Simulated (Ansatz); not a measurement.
Stepwise reaction of `CC1=CC(C(F)(F)F)=[O+][Ti-]([OH])([OH])([F])[O]1` with hydrogen chloride, as a gas-phase model of exchange steps in deposition or etching. ΔE in kJ/mol.

Isolated molecules relaxed with PBE0-D4/def2-TZVP in Ansatz; ΔE leaves out vibrations. CCSD(T)/CBS is the MP2 limit (def2-TZVPP, def2-QZVPP) plus CCSD(T) − MP2 in def2-TZVPP, frozen cores. This one scheme is used for every species. DFT in def2-TZVPP. B3LYP here is the variant with VWN-RPA as its local correlation; programs differ in this. For Ti outer-core shells are correlated without core-valence functions, which leaves a few kJ/mol of doubt a bond. Scalar relativity is left out up to krypton. Each species was taken in one conformer, which may not be the lowest.

```tsv
step	reaction	PBE-D4	B3LYP-D4	ωB97M-V	CCSD(T)/CBS
1	`CC1=CC(C(F)(F)F)=[O+][Ti-]([OH])([OH])([F])[O]1` + HCl → `CC1=CC(C(F)(F)F)=[O+][Ti-]([OH])([F])([Cl])[O]1` + H₂O	-27.6	-27.1	-24.8	-29.9
2	`CC1=CC(C(F)(F)F)=[O+][Ti-]([OH])([F])([Cl])[O]1` + HCl → `CC1=CC(C(F)(F)F)=[O+][Ti-]([F])([Cl])([Cl])[O]1` + H₂O	-16.1	-12.1	-6.7	-12.9
```

(1) By hand: ΔE of the 2 steps together at CCSD(T)/CBS.

## Answers

(1) (-29.9) + (-12.9) = -42.8 kJ/mol, or -21.4 kJ/mol a step.

In ΔE each step is higher than the one before. All are downhill at CCSD(T)/CBS. PBE-D4 differs from CCSD(T)/CBS by -3.2 to 2.3 kJ/mol a step. Isolated molecules leave out the surface, adducts and barriers. Largest T1 diagnostic: 0.021.
